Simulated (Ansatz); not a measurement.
Isolated molecules relaxed with PBE0-D4/def2-TZVP in Ansatz; ΔE leaves out vibrations. CCSD(T)/CBS is the MP2 limit (def2-TZVPP, def2-QZVPP) plus CCSD(T) − MP2 in def2-TZVPP, frozen cores. This one scheme is used for every species. Functionals use def2-TZVPP. For Ge outer-core shells are correlated without core-valence functions, which leaves a few kJ/mol of doubt a bond. Scalar relativity is left out up to krypton. One conformer a species, not always the lowest.

Consider the redistribution: `N[SiH](F)F` + `C[B](Cl)[GeH3]` → `N[SiH](F)Cl` + `C[B](F)[GeH3]`.

(1) Is it downhill or uphill in electronic energy at CCSD(T)/CBS, and by how much? (An estimate is asked.)

(2) What do these levels give: LDA (SPW92), B97M-V, r2SCANh-D4, CAM-B3LYP-D4, ωB97X-V, B2PLYP, LC-ωPBE, RPA@PBE/def2-TZVPP, CCSD/def2-SVP, CCSD(T)/def2-SVP, CCSD(T)/def2-TZVPP, MP2/CBS(def2)? (Best estimate.)

Largest T1 diagnostic among the species: 0.013.

Answers

(1) Computed: Uphill: ΔE = +2.2 kcal/mol.

(2) The calculation gave: LDA (SPW92) -0.1, B97M-V 0.7, r2SCANh-D4 1.0, CAM-B3LYP-D4 0.4, ωB97X-V 0.3, B2PLYP 1.2, LC-ωPBE -0.1, RPA@PBE/def2-TZVPP 2.2, CCSD/def2-SVP -0.8, CCSD(T)/def2-SVP -0.7, CCSD(T)/def2-TZVPP 2.1, MP2/CBS(def2) 2.9 kcal/mol.

From BLYP to BHLYP (50 % exact exchange), in def2-TZVPP and without D4, ΔE moves by +0.7 kcal/mol. In def2-TZVPP, CCSD(T) changes the Hartree–Fock value by +1.3 kcal/mol (the triples alone add +0.2 kcal/mol) and MP2 by +2.0 kcal/mol. Leaving LDA and LC-ωPBE aside and taking each functional with its dispersion term where it has one, the values, not all of them listed here, spread over 1.4 kcal/mol, from PBE-D4 to PBE-QIDH.
